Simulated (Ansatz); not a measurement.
Al₄P₃⁺. Total charge 1; triplet. Geometry B3LYP-D4/def2-SVP, that of the neutral doublet; atoms count from 1.

Cartesian coordinates in Å:
```
Al 0.196 1.354 -1.492
Al 0.470 -1.188 3.097
Al -1.669 -0.469 -0.493
Al 1.283 -0.333 0.576
P -1.934 1.033 -2.078
P -0.545 -1.743 0.954
P 2.199 1.347 -0.564
```

At PBE0-D4/def2-TZVP a singlet of charge 1 lies 0.56 eV below the triplet at the same geometry. The structure comes from a short search, and lower isomers may exist.

Problem. Estimate the Mulliken populations from the PBE0/def2-TZVP orbitals of Ansatz.

Solution. 
```tsv
atom	charge (e)	spin (α − β)
Al1	0.28	0.06
Al2	0.35	0.30
Al3	0.32	0.22
Al4	0.22	0.45
P5	0.01	0.44
P6	-0.18	-0.03
P7	0.01	0.56
```
Mulliken values depend strongly on the basis.

Problem. Where does the spin sit?

Solution. Summed by element: Al 1.03, P 0.97, of 2 unpaired in all. Largest on single atoms: P7 0.56, Al4 0.45, P5 0.44.

Problem. And the Mayer bond orders between heavy atoms (over 0.3)?

Solution. Al1–Al3 0.34 (2.79 Å); Al1–Al4 0.31 (2.88 Å); Al1–P5 1.35 (2.23 Å); Al1–P7 1.34 (2.21 Å); Al2–Al4 0.47 (2.78 Å); Al2–P6 0.75 (2.44 Å); Al3–P5 1.31 (2.20 Å); Al3–P6 1.26 (2.23 Å); Al4–P6 1.01 (2.34 Å); Al4–P7 1.18 (2.23 Å).
